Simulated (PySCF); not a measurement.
Several molecules and their computed UV-vis stick spectra, shuffled. Level of theory: PySCF 2.14.0, density-fitted response routines, TDDFT B3LYP/def2-SVPD, vertical, gas phase, core orbitals frozen in the response, def2 core potentials past Kr. Geometries: PBE0-D3(BJ)/def2-SVP; one conformer of each isolated species. Triplets are in the Tamm–Dancoff approximation. Atoms past krypton carry core potentials; spin–orbit coupling is left out.

A. `[CH3][Sn]([CH3])([CH3])[NH]CC`
B. `C1CS(=O)CC1`
C. `BNBCl`

Lowest singlet levels (six at most, fewer where fewer were computed) with oscillator strengths:

1. 5.49 eV (f 0.027); 5.77 eV (f 0.003); 5.81 eV (f 0.028); 6.34 eV (f 0.026); 6.44 eV (f 0.004); 6.55 eV (f 0.009); T1 4.87 eV
2. 5.96 eV (f 0.002); 6.30 eV (f 0.000); 6.71 eV (f 0.348); 7.53 eV (f 0.001); 7.66 eV (f 0.000); 7.98 eV (f 0.042); T1 5.71 eV
3. 4.93 eV (f 0.040); 5.64 eV (f 0.007); 5.69 eV (f 0.001); 6.02 eV (f 0.008); 6.22 eV (f 0.084); 6.64 eV (f 0.018); T1 4.66 eV

Problem. Which spectrum belongs to which structure?

Solution. 1 = B, 2 = C, 3 = A.
- A: S1 at 4.93 eV, HOMO→LUMO (95%); Löwdin shares by element: HOMO nitrogen 59%, carbon 22% or more (atoms not listed hold the other 19%); LUMO tin 31%, carbon 22% or more (atoms not listed hold the other 48%); HOMO -5.86 and LUMO -0.15 eV.
- B: S1 at 5.49 eV, HOMO→LUMO (69%), HOMO→LUMO+1 (27%); Löwdin shares by element: HOMO oxygen 55%, sulfur 28%, carbon 11% or more; LUMO sulfur 28%, carbon 18% or more, hydrogen 9% or more (atoms not listed hold the other 44%); HOMO -6.42 and LUMO 0.05 eV.
- C: S1 at 5.96 eV, HOMO→LUMO (96%); Löwdin shares by element: HOMO chlorine 73%, boron 14% or more, hydrogen 8% or more; LUMO boron 60%, nitrogen 14%, chlorine 11%; HOMO -8.78 and LUMO -1.67 eV; point group Cs, 2 of its 6 listed states under f = 0.0005.
